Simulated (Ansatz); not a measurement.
A trace of molecular dynamics of C$_{2}$H$_{6}$BFOSi (12 atoms, charge 0, multiplicity 1).

Theory: Ansatz, UKS r2SCAN-D4/STO-3G.

```
ensemble                      : NVE (velocity Verlet)
starting velocities drawn for : 1500 K
seed                          : 249390
```

```csv
time (fs),T (K),potential energy less start (eV),conserved less start (meV/atom)
0.0,1500,0.000,0.00
4.0,885,0.821,2.23
8.0,266,1.651,4.66
12.0,651,1.132,2.97
16.0,1024,0.644,2.37
20.0,904,0.808,3.20
24.0,666,1.124,3.79
28.0,697,1.062,2.00
32.0,646,1.122,1.50
36.0,346,1.538,3.82
40.0,507,1.337,4.43
44.0,1096,0.541,1.51
48.0,1066,0.576,1.26
52.0,557,1.262,3.61
56.0,533,1.276,2.26
60.0,734,1.009,1.52
64.0,768,0.984,3.10
68.0,857,0.884,4.39
72.0,795,0.948,3.04
76.0,761,0.970,1.29
80.0,608,1.182,2.39
84.0,536,1.294,4.06
88.0,854,0.865,2.47
92.0,979,0.696,1.87
96.0,773,0.973,2.80
100.0,633,1.157,3.01
104.0,807,0.912,1.35
108.0,1020,0.637,1.38
```

Task: Can this run be trusted? Judge the integration.

Result: The conserved energy wandered by up to 5.0 meV per atom (net 4.0 meV per atom), which is poor conservation. The temperature averaged 0.50 of the 1500 K drawn at the start: a run that starts near a minimum puts about half its kinetic energy into the potential. A run of 0.11 ps of so small a system gives no equilibrium averages. Limits of this set-up: minimal basis. The time step was 1 fs.

Time of the run: 19 min on 1 thread of AMD EPYC 7R43 64-Core Processor (Zen 3), with other jobs on the host, peak memory 0.21 GiB.
